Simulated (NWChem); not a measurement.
System: C$_{2}$H$_{6}$NO cation; SMILES CC(=[OH+])N

```xyz
10

C      0.1849    -1.4055    -0.0001
C     -0.0070     0.0615     0.0001
N      0.9892     0.8984     0.0000
O     -1.1873     0.5901     0.0000
H     -0.3037    -1.8370     0.8888
H      1.2442    -1.6875     0.0049
H     -0.2972    -1.8366    -0.8928
H      0.8181     1.9041    -0.0001
H      1.9515     0.5740    -0.0003
H     -1.9059    -0.0620     0.0003
```
Atoms are numbered in this order, from 1.

Program: NWChem. Pople sets run with spherical d functions. The geometry was optimised at PBE0/def2-SVP. Vertical excitations in the gas phase.

### Question
Predict the results for PBE/6-31G*, full TDDFT. Quantities: lowest excitation, singlet (eV); lowest state with f > 0.02, singlet (eV); orbital gap (eV).

### Answer
```
Item                                      Result
----------------------------------------  ------
lowest excitation, singlet (eV)             7.75
lowest state with f > 0.02, singlet (eV)    8.13
orbital gap (eV)                            6.24
```
